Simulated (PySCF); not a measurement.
CaSe⁻: frontier orbitals

MN15 at R = 2.552 Å; basis Ca def2-SVPD, Se def2-SVPD; no relativity; PySCF 2.14. State: ²Σ⁺ (doublet), unpaired electrons σ ↑. Only the outer orbitals are listed, counted within each symmetry.

| spin | orbital | occ. | ε (eV) | on Ca (%) | main shells (%) |
| --- | --- | --- | --- | --- | --- |
| α | 5π | 1 | -26.71 | 100 | 100 Ca p |
| α | 5π | 1 | -26.71 | 100 | 100 Ca p |
| α | 11σ | 1 | -26.59 | 99 | 99 Ca p |
| α | 12σ | 1 | -11.73 | 2 | 98 Se s |
| α | 13σ | 1 | -2.27 | 19 | 80 Se p, 15 Ca s |
| α | 6π | 1 | -1.48 | 13 | 87 Se p |
| α | 6π | 1 | -1.48 | 13 | 87 Se p |
| α | 14σ | 1 | -0.29 | 91 | 64 Ca s, 23 Ca p |
| α | 7π | 0 | 2.52 | 110 | 100 Ca p, 10 Ca d |
| α | 7π | 0 | 2.52 | 110 | 100 Ca p, 10 Ca d |
| β | 5π | 1 | -26.62 | 100 | 100 Ca p |
| β | 5π | 1 | -26.62 | 100 | 100 Ca p |
| β | 11σ | 1 | -26.49 | 99 | 99 Ca p |
| β | 12σ | 1 | -11.50 | 2 | 98 Se s |
| β | 13σ | 1 | -1.86 | 31 | 69 Se p, 27 Ca s |
| β | 6π | 1 | -1.40 | 14 | 86 Se p |
| β | 6π | 1 | -1.40 | 14 | 86 Se p |
| β | 14σ | 0 | 1.45 | 86 | 62 Ca s, 22 Ca p, 12 Se p |

Task: Which are the highest filled and the lowest empty level, where do they sit, and how wide is the gap?

Result: Highest filled α 14σ at -0.29 eV (in %: 64 Ca s, 23 Ca p); lowest empty β 14σ at 1.45 eV (in %: 62 Ca s, 22 Ca p, 12 Se p); the gap at MN15 is 1.74 eV. An empty level above zero is unbound, and its energy depends on the basis.

```
bond order (Mayer)                                                                                                 : 1.64
⟨S²⟩                                                                                                               : 0.752
charge on Ca (Mulliken, basis-dependent)                                                                           : 0.03
charge on Ca (Löwdin, basis-dependent)                                                                             : -0.08
dipole moment (positive dipole points towards Se; it is taken about the centre of mass and depends on that origin) : -2.12 D
```

Shares are Mulliken populations and can fall outside 0 to 100 %.

Spin–orbit coupling is left out. The state is the lowest determinant that a PBE0 search found; another state may lie lower at other levels.
